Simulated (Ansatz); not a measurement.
Molecule: dibromo(dimethyl)silane, C2H6Br2Si (charge 0, singlet). 
Coordinates optimised at B3LYP-D3(BJ)/def2-TZVP (Ansatz, a quantum-chemistry and plane-wave program):
```
Si
C 1 1.8571
H 2 1.0898 1 110.74
H 2 1.0918 3 108.57 1 -120.91
H 2 1.0918 3 108.57 4 -118.19
C 1 1.8571 2 114.19 3 180.00
H 6 1.0898 1 110.74 2 180.00
H 6 1.0918 7 108.57 1 -120.91
H 6 1.0918 7 108.57 8 -118.19
Br 1 2.2416 2 108.53 3 58.80
Br 1 2.2416 2 108.53 3 -58.80
```
Charge 0, spin multiplicity 1.

Total electronic energies in hartree. Valence correlation only, unless marked. No spin-orbit coupling. Frozen are the shells of the preceding noble gas and the d and f shells that filled before the atom's block. Non-relativistic. Basis-set limits of correlation are two-point, X^-3; Hartree-Fock from the larger set.

| level | program | energy (Eh) |
|---|---|---|
| RI-HF/def2-QZVPPD | Ansatz | -5513.28450 |
| PBE/def2-TZVPD | Ansatz | -5516.76066 |
| BLYP-D3(BJ)/def2-TZVPD | Ansatz + dftd3 | -5517.81702 |
| BLYP-D4/def2-TZVPD | Ansatz + dftd4 | -5517.81557 |
| r2SCAN-D3(BJ)/def2-TZVPD | Ansatz + dftd3 | -5517.70273 |
| PBE0/STO-3G | Ansatz | -5456.52000 |
| PBE0-D3(BJ)/def2-TZVP | Ansatz + dftd3 | -5516.99704 |
| PBE0/def2-QZVPP | Ansatz | -5517.10763 |
| LC-wPBE-D3(BJ)/def2-TZVPD | Ansatz + dftd3 | -5516.96795 |
| B2PLYP-D3(BJ)/def2-TZVPD | Ansatz + dftd3 | -5516.77425 |
| B2PLYP/def2-TZVPD | Ansatz | -5516.76273 |
| MP2/6-31G* | Ansatz | -5513.06211 |
| MP2/def2-TZVPPD | Ansatz | -5513.97603 |
| MP2/def2-QZVPP | Ansatz | -5514.15003 |
| MP2/CBS(def2-TZVPP,def2-QZVPP) | Ansatz | -5514.1997 |
| SCS-MP2/def2-QZVPP | Ansatz | -5514.15551 |
| CCSD/def2-TZVPP | Ansatz | -5514.02959 |
| CCSD/def2-QZVPP | Ansatz | -5514.20151 |
| CCSD/def2-QZVPPD | Ansatz | -5514.20250 |
| CCSD/CBS(def2-TZVPP,def2-QZVPP) | Ansatz | -5514.2458 |
| CCSD(T)/STO-3G | Ansatz | -5453.58622 |
| CCSD(T)/def2-TZVPPD | Ansatz | -5514.07050 |
| CCSD(T)/CBS(def2-TZVPPD,def2-QZVPPD) | Ansatz | -5514.2887 |

Totals of different functionals don't rank their quality; only differences between species are comparable.
